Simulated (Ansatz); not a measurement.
def2 core potentials replace the inner electrons of Sn.

A geometry relaxed with PBE0-D3(BJ)/def2-SVP run with Ansatz (an electronic-structure program), charge 0, multiplicity 1:

```xyz
15

H      2.1110    -2.7272     0.9248
C      1.2691    -1.2223    -0.3060
H      0.7504    -1.9550    -0.9361
H      1.1394     0.3988    -1.7369
O     -1.5953     2.3990    -1.1006
H     -1.5761     2.0249     1.9364
H     -2.4484     2.2073    -1.5100
Sn    -0.9438     0.7987    -0.1305
O     -1.1046     1.1931     1.8035
H      1.7301     0.8853    -0.1187
O     -2.2667    -0.6199    -0.5410
H      2.5340    -0.9676     1.3830
C      1.0516     0.2071    -0.6567
C      2.0083    -1.6595     0.7173
H     -2.6587    -0.9629     0.2717
```

Task: Write the SMILES of this molecule.

Result: `C=C[CH2][Sn]([OH])([OH])[OH]`
